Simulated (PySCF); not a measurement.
# A ladder for the ionisation energy of Co(2+)

Co(2+) [Ar] 3d7 (4F) → Co(3+) [Ar] 3d6 (5D). Scalar values calculated with PySCF 2.14 in x2c-QZVPPall (spin-free X2C; valence: [Ar] frozen; valence and next inner shell: [Ne] frozen). The spin-orbit shift comes from two-component X2C-1e calculations (generalised Hartree-Fock, GHF, and MP2 on its spinors, GMP2) in x2c-QZVPPall-2c: GMP2 gives 33.552 eV without and 33.578 eV with screened spin-orbit coupling, a shift of 0.027 eV (GHF: 0.025 eV). Sums use unrounded values; where a UHF row is shifted, it takes the GHF shift.

| method | scalar (eV) | plus spin-orbit shift (eV) | error (eV) |
| --- | --- | --- | --- |
| UHF | 31.198 | 31.223 | -2.277 |
| LDA | 34.387 | 34.413 | 0.913 |
| PBE | 34.147 | 34.174 | 0.674 |
| PBE0 | 33.698 | 33.725 | 0.225 |
| r2SCAN | 33.770 | 33.797 | 0.297 |
| MN15 | 33.401 | 33.427 | -0.073 |
| r2SCANh | 33.647 | 33.674 | 0.174 |
| TPSS | 34.120 | 34.147 | 0.647 |
| r2SCAN0 | 33.468 | 33.494 | -0.006 |
| MP2 (valence) | 33.083 | 33.110 | -0.390 |
| SCS-MP2 (valence) | 33.193 | 33.220 | -0.280 |
| MP2 (valence and next inner shell) | 33.496 | 33.523 | 0.023 |
| SCS-MP2 (valence and next inner shell) | 33.442 | 33.468 | -0.032 |
| CCSD (valence) | 32.922 | 32.948 | -0.552 |
| CCSD(T) (valence) | 32.987 | 33.014 | -0.486 |

Reference: 33.5 ± 0.06 eV (semi-empirical (NIST evaluation); NIST Atomic Spectra Database, ionization energies).

The errors of the correlated levels include the incompleteness of the basis and the frozen core, so a lower level can come closer by cancellation.
